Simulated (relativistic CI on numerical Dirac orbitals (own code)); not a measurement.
What each ingredient does to the levels of In⁴⁶⁺

Base calculation: Dirac-Coulomb-Breit CI, orbitals from a KLI potential per configuration, model QED, unscaled Slater integrals.

Configurations in the expansion (outside the closed core 1s2): 2s, 2p, 3s, 3p, 3d, 4s, 4p, 4d, 4f, 5s, 5p, 5d, 5f, 5g, 6s, 6p, 6d. Levels of other configurations are missing.

Variants: (1) Breit term removed. Shifts of the energy above 2s 2S_1/2, in eV, for the lowest level and the first level of each name with at least 55 % of one term (blank where a level changes its place among those of its configuration and J or its character, or is not in the variant):

| Level | Base | Δ(1) |
| --- | --- | --- |
| 2s 2S_1/2 | 0.00 | 0.00 |
| 2p 2P°_1/2 | 105.22 | -4.20 |
| 2p 2P°_3/2 | 349.75 | +0.58 |
| 3s 2S_1/2 | 4468.29 | +2.97 |
| 3p 2P°_1/2 | 4497.36 | +1.84 |
| 3p 2P°_3/2 | 4569.96 | +3.16 |
| 3d 2D_3/2 | 4579.55 | +4.05 |
| 3d 2D_5/2 | 4601.86 | +4.11 |
| 4s 2S_1/2 | 6010.00 | +3.66 |
| 4p 2P°_1/2 | 6021.91 | +3.20 |
| 4p 2P°_3/2 | 6052.45 | +3.73 |
| 4d 2D_3/2 | 6056.46 | +4.09 |
| 4d 2D_5/2 | 6065.89 | +4.12 |
| 4f 2F°_5/2 | 6066.10 | +4.13 |
| 4f 2F°_7/2 | 6070.76 | +4.13 |
| 5s 2S_1/2 | 6716.64 | +3.89 |
| 5p 2P°_1/2 | 6722.65 | +3.66 |
| 5p 2P°_3/2 | 6738.24 | +3.93 |
| 5d 2D_3/2 | 6740.28 | +4.11 |
| 5d 2D_5/2 | 6745.11 | +4.13 |
| 5f 2F°_5/2 | 6745.23 | +4.13 |
| 5g 2G_7/2 | 6747.61 | +4.13 |

At this charge energies of transitions that change n are usually good to better than 1 %, and those within a shell (Δn = 0) to a few per cent.

Ionisation energy from the two ground configurations alone: base 7952.64 eV; Breit term removed 7956.78 eV. The NIST ASD value (theoretical) is 7953.14 eV.
